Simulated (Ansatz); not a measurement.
Total energies of CH₄AlFOSe, SMILES `[OH][Al]([F])[CH2][SeH]`.

```xyz
9

O    -0.420   -1.592   -1.122
Al   -0.504   -0.690    0.306
F    -1.719   -0.946    1.394
C     0.892    0.567    0.714
Se   -0.137    1.955   -0.303
H    -1.117   -2.173   -1.421
H     0.903    0.947    1.736
H     1.905    0.522    0.324
H     0.197    1.411   -1.628
```

Total charge 0; spin multiplicity 1. Correlated methods include outer-core shells of Se, which these sets cover unevenly. Scalar relativity is left out up to krypton. The structure was optimised at the PBE0-D4/def2-TZVP level. It is one conformer, not always the lowest. Basis def2-TZVPP, Ansatz 0.2.0.

RPA on PBE orbitals: Hartree–Fock energy of these orbitals -2856.44495 Eh, correlation -1.57128 Eh (frozen core).

```tsv
functional	energy without D4 (Eh)	D4 term (kJ/mol)
LDA (SPW92)	-2853.79213	–
PBE	-2859.08487	-19.8
revPBE	-2859.48448	-53.7
BLYP	-2859.81230	-42.7
r2SCAN	-2859.67770	-4.7
B97M-V	-2859.25806	–
PBE0	-2859.18975	-16.9
B3LYP	-2859.87474	-32.2
r2SCANh	-2859.66047	-5.0
r2SCAN0	-2859.63604	-5.6
HSE06 (plane-wave form)	-2859.17702	-15.9
BHLYP	-2859.70450	-26.9
CAM-B3LYP	-2859.87594	-17.4
LC-ωPBE	-2859.27891	–
ωB97X-V	-2859.48066	–
ωB97M-V	-2859.59772	–
B2PLYP	-2859.18591	–
PBE-QIDH	-2858.76282	–
```

B3LYP takes the VWN-RPA correlation (the form of Gaussian; ORCA's B3LYP/G). HSE06 is the plane-wave form, built on full-range PBE exchange. The double hybrids freeze the cores in their second-order part.

LC-ωPBE has ω = 0.4 bohr⁻¹.
